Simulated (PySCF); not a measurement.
**From a computed spectrum to the compound**

A species of 11 atoms with charge 1 has these harmonic modes (PBE0, small Gaussian bases with core potentials, PySCF 2.14.0):

```tsv
cm⁻¹	km/mol	symmetry
132	4.3	a
146	0.3	b
152	0.2	a
520	80.5	b
541	17.7	a
589	14.7	b
631	0.0	a
634	1.5	b
645	2.8	a
1072	21.3	b
1074	3.0	a
1090	0.5	a
1100	22.7	b
1203	268.1	b
1230	100.0	a
1250	129.2	b
1260	6.2	a
1272	7.6	b
1274	0.1	a
2176	145.1	b
2178	8.3	a
2200	27.1	a
2204	376.8	b
2267	14.9	b
2282	166.0	a
2702	24.1	b
2702	13.2	a
```

(1) Which species is it, and in which structure?

## Answers

(1) [Ce(BH4)2]+ (singlet in the valence; each metal's 4f electrons, 1 of them, lie in its core potential, out of spins and levels):
```xyz
11

Ce    0.0000    0.0000   -0.2499
B     2.0348    0.0015    1.1725
H     2.9591    0.0227    1.9358
H     1.1091   -0.7900    1.5304
H     2.3070   -0.3117   -0.0134
H     1.4261    1.1143    1.0813
B    -2.0347   -0.0014    1.1726
H    -2.9591   -0.0225    1.9359
H    -1.1091    0.7902    1.5303
H    -2.3070    0.3117   -0.0133
H    -1.4261   -1.1142    1.0814
```
Ideal gas at 298.15 K and 1 bar: S = 328.5 J/(mol K), Cp = 93.0 J/(mol K), H − H(0 K) = 18.2 kJ/mol (rigid rotor, harmonic modes, spin degeneracy alone, that of the 4f electrons in the core included). An lcecp potential fixes the number of 4f electrons, so in runs with it no electron can move into or out of that shell.
 Other answers can fit too; this one was computed.
